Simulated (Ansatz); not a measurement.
The input (input.yaml):

```yaml
crystal:
  lattice:
    - [6.98, 0.0, 0.0]
    - [0.0, 6.98, 0.0]
    - [0.0, 0.0, 6.98]
  atoms:
    - { symbol: Li, position: [-0.04054614, 0.01877309, 0.01753886] }
    - { symbol: Li, position: [0.48829104, 0.00998462, -0.01789301] }
    - { symbol: Li, position: [0.00702523, 0.47161399, 0.03776037] }
    - { symbol: Li, position: [0.02594881, 0.04927074, 0.45017871] }
    - { symbol: Li, position: [0.26220158, 0.21070494, 0.24639483] }
    - { symbol: Li, position: [0.49167564, 0.52504145, 0.03009399] }
    - { symbol: Li, position: [0.5303078, 0.00577586, 0.49856225] }
    - { symbol: Li, position: [0.79640914, 0.22680796, 0.24171163] }
    - { symbol: Li, position: [-0.00053488, 0.48404872, 0.47380076] }
    - { symbol: Li, position: [0.28999183, 0.80670666, 0.24432113] }
    - { symbol: Li, position: [0.23944142, 0.2618424, 0.80301747] }
    - { symbol: Li, position: [0.50160001, 0.51852872, 0.46157399] }
    - { symbol: Li, position: [0.7295925, 0.75819364, 0.25492573] }
    - { symbol: Li, position: [0.78304804, 0.19714453, 0.72294297] }
    - { symbol: Li, position: [0.21147431, 0.78292859, 0.72303813] }
    - { symbol: Li, position: [0.73830894, 0.81187127, 0.75695412] }
    - { symbol: H, position: [0.24105108, 0.41580548, -0.02158819] }
basis:
  ecutwfc: 250.0
kpoints:
  mp_grid: { grid: [3, 3, 3] }
hamiltonian:
  xc: pbesol
scf:
  occupations: { method: fermi_dirac, width: 0.05 }
  lower_state_search: "off"
md:
  timestep: 0.5
  n_steps: 150
  ensemble: nve
  temperature: 1680.0
  initial_velocities: maxwell_boltzmann
  seed: 118920
```

Command:

```bash
$ ansatz run input.yaml --threads 1 --pin off --max-ram 3072MiB --backend cpu --events-out ev --progress --plain --runs-dir out
```

Hardware: 1 thread of Arm Neoverse V2, on a shared host.

Problem. Roughly how long does this run take, and how much memory?

Solution. 8.8 min, with a peak of 0.37 GiB, for 151 ionic steps.
